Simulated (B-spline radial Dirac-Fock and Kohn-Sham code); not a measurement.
Z = 51 (antimony), transition energy 569 keV. The computed values come from a radial B-spline solver: a Dirac-Hartree-Slater potential of the neutral atom with a Latter tail (no hole, which puts coefficients of high multipoles low close above an edge), finite nucleus with surface currents. Subshells that would emit electrons below 1 keV are left out.

Q: A pure transition shows α(K) = 0.113, L1/L2 = 7.30 and L1/L3 = 7.86. What is its multipolarity?
A. E3
B. M4
C. M1
D. E4
E. E1
F. E2
G. M2
H. M3

A: B. For comparison, α(K), L1/L2, L1/L3 are E1 0.00163, 28.7, 20.9; E2 0.00467, 8.27, 11.4; E3 0.0119, 3.13, 6.39; E4 0.0296, 1.57, 3.88; M1 0.00550, 25.5, 87.9; M2 0.0167, 15.3, 49.5; M3 0.0441, 10.2, 17.3.
